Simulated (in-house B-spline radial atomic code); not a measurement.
The strontium ion Sr⁴⁺: [Ar] 3d10 4s2 4p3 5d1 (an excited or competing configuration)

Method: non-relativistic B97-1, spin-polarised, spherical fractional occupations, point nucleus. Calculated with a radial B-spline atomic code at the basis-set limit.

Screening seen three ways: the hydrogenic charge with the same mean radius, Z_r = [3n² - l(l+1)]/(2<r>), the one with the same energy, Z_e = n√(-2ε), and Slater's rules. Values are occupation-weighted means over spin.

| shell | electrons | ε (eV) | <r> (bohr) | Z_r | Z_e | Slater |
| --- | --- | --- | --- | --- | --- | --- |
| 1s | 2 | -15728 | 0.04018 | 37.33 | 34.00 | 37.70 |
| 2s | 2 | -2164.7 | 0.1769 | 33.92 | 25.23 | 33.85 |
| 2p | 6 | -1976 | 0.1523 | 32.84 | 24.10 | 33.85 |
| 3s | 2 | -388.17 | 0.502 | 26.89 | 16.02 | 26.75 |
| 3p | 6 | -318.76 | 0.5018 | 24.91 | 14.52 | 26.75 |
| 3d | 10 | -193.42 | 0.4934 | 21.28 | 11.31 | 16.85 |
| 4s | 2 | -91.866 | 1.303 | 18.42 | 10.39 | 11.30 |
| 4p | 3 | -75.27 | 1.406 | 16.36 | 9.41 | 11.30 |
| 5d | 1 | -20.497 | 3.97 | 8.69 | 6.14 | 5.00 |

The least bound orbital is 5d up at -20.5 eV, and it is also the most diffuse (<r> = 3.97 bohr).

Caution: exact exchange at fractional occupations of open shells leaves self-interaction of up to several eV.
